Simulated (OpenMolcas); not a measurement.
**C5H11NO (pentanamide): the vertical ionisation energy from total energies**

C5H11NO has 18 atoms, charge 0, and is taken as a singlet. As SMILES, `CCCCC(N)=O`. Geometry: relaxed at GFN2-xTB. This is one conformer, not always the lowest.

Both states at this one shape; open shells run unrestricted unless said. 1 Eh = 27.2114 eV.

```
                          level     program  singlet C5H11NO (Eh)  doublet C5H11NO+ (Eh)  HOMO of the first (eV)
                  r2SCAN0/3-21G  OpenMolcas           -325.136499            -324.804475                   -6.80
                  r2SCAN0/6-31G  OpenMolcas           -326.824854            -326.485175                   -7.16
r2SCAN0/6-311G** (RICD fitting)  OpenMolcas           -327.017908            -326.678124                   -7.27
```

Problem. Work out the vertical ionisation energy at each level.

Solution. 
1. r2SCAN0/3-21G: -324.804475 − (-325.136499) = 0.332024 Eh = 9.03 eV; −ε(HOMO) = 6.80 eV.
2. r2SCAN0/6-31G: -326.485175 − (-326.824854) = 0.339679 Eh = 9.24 eV; −ε(HOMO) = 7.16 eV.
3. r2SCAN0/6-311G** (RICD fitting): -326.678124 − (-327.017908) = 0.339784 Eh = 9.25 eV; −ε(HOMO) = 7.27 eV.

No measured value is set beside it here; the levels span 9.03 to 9.25 eV.
